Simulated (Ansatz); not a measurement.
C4H3S, SMILES [c]1cccs1, multiplicity 2.

Geometry: B3LYP-D3(BJ)/def2-SVP. The isomer is the one that the SMILES or the coordinates give; other isomers of the formula were not compared.

Two levels are set side by side: PBE/def2-SVPD (Ansatz, a quantum-chemistry and plane-wave program) and CAM-B3LYP/def2-SVPD (Ansatz). Energy differences of separate SCF runs at the same geometry; the states with an electron removed or added have multiplicity 3 and 1. Differences are taken from unrounded values.

| quantity | PBE |
|---|---|
| vertical ionisation energy (eV) | 9.00 |
| vertical electron affinity (eV) | 1.52 |

These are the PBE values. What does CAM-B3LYP give? (An estimate is asked for; the answer gives what the named calculation found.)


```json
[
 {"quantity": "vertical ionisation energy (eV)", "CAM-B3LYP": "9.04", "PBE minus CAM-B3LYP": "-0.04"},
 {"quantity": "vertical electron affinity (eV)", "CAM-B3LYP": "1.55", "PBE minus CAM-B3LYP": "-0.03"}
]
```
